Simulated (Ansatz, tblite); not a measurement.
Forces on the cluster Si₁₂⁻ at its PBE0-D4/def2-SVP geometry. Charge -1, multiplicity 2.

The xTB rows come from tblite. The structure comes from a short search, and lower isomers may exist.

GFN2-xTB (tblite), largest force 2.39 eV/Å:

```xyz
12
positions Å, forces eV/Å
Si   -3.059   -0.795    1.345    0.563   -0.173   -0.069
Si    0.936   -2.294   -1.379    0.385    1.176   -0.224
Si    1.047   -2.603    1.243   -1.197   -0.061    0.371
Si   -1.467    1.690   -2.133   -0.083    0.001   -0.204
Si   -0.961   -1.445    1.131   -0.476   -1.954    1.296
Si   -1.748    0.648    0.120   -0.700    0.706   -0.137
Si    0.635    1.112    0.608    0.783    0.542    1.128
Si    1.915   -0.248    2.078    0.157    0.698   -1.050
Si   -0.872    2.974    0.011   -0.060    0.179    0.072
Si    0.060   -0.088   -1.411    0.017   -0.862   -1.259
Si    2.527   -1.153   -0.032    0.331   -0.432    0.190
Si    0.985    2.202   -1.581    0.279    0.180   -0.114
```

PBE-D4/def2-SVP (Ansatz), largest force 0.42 eV/Å:

```
Si -0.398 -0.021 0.126
Si -0.071 -0.205 -0.171
Si 0.149 -0.195 0.073
Si -0.212 0.115 -0.253
Si 0.114 -0.025 -0.015
Si -0.130 -0.052 0.051
Si 0.164 0.005 0.197
Si 0.041 0.063 0.259
Si -0.090 0.300 0.091
Si 0.062 -0.201 -0.126
Si 0.136 0.045 -0.067
Si 0.235 0.171 -0.163
```
